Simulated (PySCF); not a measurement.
# Electron correlation in Pb(64+) (lead, charge +64)

Starting occupation: [Ar]. Calculation: PySCF 2.14, in an uncontracted even-tempered set (17 s from 7.4 bohr⁻², ratio 2.6; 14 p from 9.7 bohr⁻², ratio 2.6; 5 d from 9.9 bohr⁻², ratio 2.8; 3 f from 150 bohr⁻², ratio 2.8); X2C-1e with screened-nucleus spin-orbit coupling, Gaussian nucleus. Frozen: [Ne]; 8 electrons correlated; the 58 highest virtual spinors left out.

MP2 pair energies summed by pair of shells (mhartree):

```json
{"pair": "3p3/2-3p3/2", "energy": "-205.64", "share (%)": "44.3"}
{"pair": "3p1/2-3p3/2", "energy": "-162.98", "share (%)": "35.1"}
{"pair": "3p1/2-3p1/2", "energy": "-40.44", "share (%)": "8.7"}
{"pair": "3p3/2-3s1/2", "energy": "-25.66", "share (%)": "5.5"}
{"pair": "3s1/2-3s1/2", "energy": "-15.19", "share (%)": "3.3"}
{"pair": "3p1/2-3s1/2", "energy": "-14.67", "share (%)": "3.2"}
```

Total MP2 correlation energy: -464.58 mhartree.

The virtual space was cut to 54 spinors, which keep -449.27 of the -464.58 mhartree of MP2 correlation.

```json
{"level": "CCSD", "correlation energy (mhartree)": "-486.86"}
{"level": "(T)", "correlation energy (mhartree)": "-1.26"}
{"level": "CCSD(T)", "correlation energy (mhartree)": "-488.12"}
```

Diagnostics: T1 = 0.00013, largest double amplitude 0.031.

**Question.** Is a single reference adequate?

**Answer.** Yes: T1 lies below 0.03 and no double amplitude reaches 0.07.

The coupled-cluster values are those of the cut space; adding the MP2 remainder, -15.31 mhartree, estimates the full space.

At this charge the one-electron X2C treatment keeps the bare 1/r₁₂, with no two-electron picture change or Breit term. The effect here is smaller than on the frozen 1s shell.
